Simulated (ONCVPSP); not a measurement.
Transferability test, ONCV potential for Ne

- Element: Ne
- Generator: ONCVPSP 4.0.1
- Type: optimised norm-conserving Vanderbilt (ONCV)
- Functional: PBE
- Relativity: scalar-relativistic
- Frozen core: [He]
- Valence charge: 8
- Reference configuration: 2s2 2p6
- Partial waves: 2s: rc 0.55 bohr, ncon 5, nbas 8, qcut 10.5 1/bohr, 1 projector; 2p: rc 1.40 bohr, ncon 4, nbas 9, qcut 10.2 1/bohr, 3 projectors, debl 2.3 Ha
- Local potential: polynomial inside 0.40 bohr (lpopt 5, dvloc0 0 Ha)
- Core correction: none

Energies are relative to the spin-unpolarised reference configuration 2s2 2p6; without spin polarisation the order of configurations can differ from experiment.

| valence configuration | charge | ΔE all-electron (eV) | error AE − PS (meV) |
| --- | --- | --- | --- |
| 2s2 2p5 | +1 | 22.475 | +51 |
| 2s2 2p4 | +2 | 65.743 | +378 |

Task: What are ΔE and the potential's error for 2s2 2p3?

Result: ΔE = 133.173 eV all-electron; the error (AE − PS) is +1363 meV.

Task: What are ΔE and the potential's error for 2s1 2p6?

Result: ΔE = 45.882 eV all-electron; the error (AE − PS) is -71 meV.

Levels in the configuration 2s2 2p4:

```csv
level,all-electron (eV),pseudo (eV)
2s,-78.130,-78.021
2p,-54.823,-54.242
```
